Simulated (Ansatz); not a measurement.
`[NH2][SnH2][NH2]` + HBr → `[NH2][SnH2][Br]` + NH₃ at 600 K and 1 bar (ligand exchange at the Sn–N bond).

Computed with Ansatz on PBE0-D4/def2-TZVP structures; ΔE is electronic, products minus reactants. CBS: MP2 limit from def2 TZ/QZ plus the TZ coupled-cluster correction, frozen cores. This one scheme is used for every species. def2 core potentials past Kr. For Br, Sn outer-core shells are correlated without core-valence functions, which leaves a few kJ/mol of doubt a bond. Scalar relativity is left out up to krypton. One conformer a species, not always the lowest.

| species | CCSD(T)/CBS energy (Eh) | H − E (kJ/mol) | S (J/(mol·K)) |
| --- | --- | --- | --- |
| `[NH2][SnH2][NH2]` | -327.04207 | 223.7 | 402.8 |
| HBr | -2573.91920 | 33.5 | 219.1 |
| `[NH2][SnH2][Br]` | -2844.49555 | 153.1 | 413.4 |
| NH₃ | -56.50880 | 112.4 | 219.5 |

H − E and S are ideal-gas, rigid-rotor, harmonic terms from PBE0-D4/def2-TZVP, for one conformer and one mirror image of each species. 1 Eh = 2625.50 kJ/mol, R = 8.31446 J/(mol·K).

Q: By hand: ΔE, ΔH, ΔS and ΔG.

A: ΔE = (-2844.49555) + (-56.50880) − (-327.04207) − (-2573.91920) = -0.04308 Eh = -113.1 kJ/mol. Δ(H − E) = 153.1 + 112.4 − 223.7 − 33.5 = 8.3, so ΔH = -104.8 kJ/mol. ΔS = 413.4 + 219.5 − 402.8 − 219.1 = 11.0 J/(mol·K). ΔG = -104.8 − 600 × (11.0)/1000 = -111.4 kJ/mol.

Q: By hand: the equilibrium constant, and the temperature at which ΔG would vanish if ΔH and ΔS stayed fixed.

A: log₁₀ K = −ΔG/(RT ln 10) = 9.7. ΔH and −TΔS have one sign here, so there is no such temperature.

The number of gas molecules stays the same, so ΔS is small and ΔH decides. A doubt of 5 kJ/mol in ΔE shifts log₁₀ K by 0.4 here. Other conformers and mirror images would add mixing entropy, several J/(mol·K) or more a flexible species. These are equilibria of isolated gas molecules and say nothing of rates. Largest T1 diagnostic: 0.012 (customary marks: 0.02 for closed shells, 0.045 for open ones).

ΔS is within the doubt of such terms, so its sign, and with it that verdict, could turn.
